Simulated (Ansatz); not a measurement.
Program: Ansatz. Geometries: PBE0-D4/def2-TZVP. ΔE: electronic, gas phase. CCSD(T)/CBS adds triple-zeta CCSD(T) − MP2 to the extrapolated MP2 energy (def2 sets, frozen cores). This one scheme is used for every species. Functionals use def2-TZVPP. B3LYP here is the variant with VWN-RPA as its local correlation; programs differ in this. Elements past krypton have def2 core potentials. For Y outer-core shells are correlated without core-valence functions, which leaves a few kJ/mol of doubt a bond.

Reaction (ligand exchange at a Y–C bond): `[CH3][Y]([CH3])[CH3]` + H–F → `[CH3][Y]([CH3])[F]` + CH₄

`[CH3][Y]([CH3])[CH3]`:

Z-matrix (Å, degrees):
```
C
Y 1 2.341
H 1 1.100 2 114.1
H 1 1.099 2 111.4 3 -120.3
H 1 1.098 2 111.6 3 120.4
C 2 2.340 1 111.2 3 116.6
C 2 2.340 1 111.3 3 -118.7
H 6 1.099 2 111.5 1 2.7
H 6 1.100 2 114.2 1 -117.6
H 6 1.098 2 111.5 1 122.0
H 7 1.099 2 111.5 1 -3.6
H 7 1.099 2 111.5 1 -122.9
H 7 1.100 2 114.2 1 116.7
```

H–F:

Z-matrix (Å, degrees):
```
F
H 1 0.920
```

`[CH3][Y]([CH3])[F]`:

Cartesian coordinates in Å:
```
C -1.115 -1.169 -1.074
Y 0.947 -0.193 -0.530
C 0.628 1.492 1.069
F 2.377 -1.500 -0.083
H -1.665 -1.403 -0.152
H -1.768 -0.493 -1.646
H -1.051 -2.105 -1.641
H 1.367 1.490 1.879
H -0.359 1.377 1.539
H 0.640 2.505 0.640
```

CH₄:

Cartesian coordinates in Å:
```
C 0.000 0.000 0.000
H 1.072 -0.005 -0.198
H -0.523 0.449 -0.844
H -0.200 0.579 0.901
H -0.348 -1.023 0.141
```

Problem. Is it downhill or uphill in electronic energy at CCSD(T)/CBS, and by how much? (Best estimate.)

Solution. Computed: Downhill: ΔE = -62.3 kcal/mol.

Problem. What do these levels give: revPBE-D4, B97M-V, B3LYP-D4, BHLYP-D4, PBE-QIDH, PBE, revPBE, LC-ωPBE, SCS-MP2/def2-TZVPP, CCSD/def2-TZVPP, CCSD(T)/def2-TZVPP, HF/def2-QZVPP? (An estimate is asked.)

Solution. The calculation gave: revPBE-D4 -62.5, B97M-V -65.4, B3LYP-D4 -64.8, BHLYP-D4 -65.1, PBE-QIDH -62.5, PBE -63.5, revPBE -63.7, LC-ωPBE -66.1, SCS-MP2/def2-TZVPP -63.1, CCSD/def2-TZVPP -61.9, CCSD(T)/def2-TZVPP -61.6, HF/def2-QZVPP -67.2 kcal/mol.

Largest T1 diagnostic among the species: 0.013.

At CCSD(T), def2-SVP lies −8.9 kcal/mol from the extrapolated value and def2-TZVPP +0.8 kcal/mol. The D4 term adds +1.1 kcal/mol with B3LYP and +0.6 kcal/mol with PBE0; it sums over pairs of atoms, weighted by their polarisabilities, and B3LYP, whose exchange is more repulsive, gets the larger term.
